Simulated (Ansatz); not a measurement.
Ligand exchange: C3H9AlO + B(CH3)(OH)2 → C2H7AlO2 + B(CH3)2(OH)

Species: C3H9AlO `C[CH2][Al]([CH3])[OH]`, singlet; B(CH3)(OH)2 (methylboronic acid), singlet; C2H7AlO2 `C[CH2][Al]([OH])[OH]`, singlet; B(CH3)2(OH), singlet. The partners trade CH3 for OH: Al–CH3 and B–OH bonds give way to Al–OH and B–CH3.

Shapes, held fixed at every level: PBE0-D4/def2-TZVP. Flexible molecules stand in one conformer, not always the lowest. Programs: Ansatz 0.2.0. The zero-point and thermal change to 298 K, harmonic and unscaled (PBE0-D4/def2-TZVP), is +0.4 kJ/mol.

| level | kind | ΔH(298 K) (kJ/mol) | less CCSD(T)/CBS estimate | CPU time (sum over the molecules) |
| --- | --- | --- | --- | --- |
| HF/def2-SVP | Hartree–Fock | -10.1 | +13.4 | – |
| SPW92/def2-TZVPP | LDA | -14.0 | +9.5 | 17 s |
| PBE-D4/def2-TZVPP | GGA | -17.0 | +6.5 | 31 s |
| r2SCAN-D4/def2-TZVPP | meta-GGA | -20.8 | +2.7 | 47 s |
| wB97M-V/def2-TZVPP | range-separated hybrid | -19.6 | +3.9 | 2.2 min |
| wB97X-V/def2-TZVPP | range-separated hybrid | -21.4 | +2.1 | 96 s |
| CCSD/def2-SVP | coupled cluster or CI | -10.9 | +12.6 | – |
| CCSD(T)/CBS estimate | coupled cluster or CI | -23.5 | 0.0 | 27 min |

The highest level, CCSD(T)/CBS estimate, gives ΔH(298 K) = -23.5 kJ/mol; the levels span -23.5 to -10.1. The column of differences is taken from that level and isn't an error. No measured value is set beside it here. The CBS estimate extrapolates MP2 from def2-TZVPP and def2-QZVPP and adds CCSD(T) − MP2 in the triple-zeta set, cores frozen. Times are processor times on shared x86 and Arm servers, and rough.
